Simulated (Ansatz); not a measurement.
Nb₃O₅⁻. The state is a triplet with charge -1. Geometry PBE0-D4/def2-SVP, that of the neutral doublet; atoms count from 1.

Cartesian coordinates in Å:
```
Nb -0.282 1.265 0.905
Nb -1.167 -0.530 -1.091
Nb 0.450 -1.691 0.801
O -0.274 -0.354 -2.513
O 1.825 -1.857 -0.156
O 0.436 -0.164 1.972
O -1.865 1.034 -0.136
O 0.878 2.296 0.216
```

In the def2 sets Nb takes a core potential; there is no spin–orbit coupling. The charge -1 triplet is spin-contaminated (final ⟨S²⟩ up to 2.20, 2.00 for a pure state). The structure comes from a short search, and lower isomers may exist.

Estimate the Mulliken populations from the PBE0/def2-TZVPD orbitals of Ansatz.


```csv
atom,charge (e),spin (α − β),d electrons
Nb1,1.81,-0.35,2.86
Nb2,0.79,1.09,3.16
Nb3,0.83,1.35,3.07
O4,-0.78,-0.05,–
O5,-0.70,-0.09,–
O6,-1.02,0.01,–
O7,-1.03,0.02,–
O8,-0.90,0.01,–
```
Mulliken values depend strongly on the basis. With diffuse functions, as here, like atoms can get unlike values, and bond orders can come out too low or too high.

Where does the spin sit?

Summed by element: Nb 2.09, O -0.09, of 2 unpaired in all. Largest on single atoms: Nb3 1.35, Nb2 1.09, Nb1 -0.35.

And the Mayer bond orders between heavy atoms (over 0.3)?

Nb1–Nb2 0.66 (2.83 Å); Nb1–O6 0.64 (1.92 Å); Nb1–O7 0.65 (1.91 Å); Nb1–O8 1.77 (1.70 Å); Nb2–Nb3 1.41 (2.75 Å); Nb2–O4 1.84 (1.69 Å); Nb2–O7 0.53 (1.96 Å); Nb3–O5 1.81 (1.68 Å); Nb3–O6 0.60 (1.92 Å).
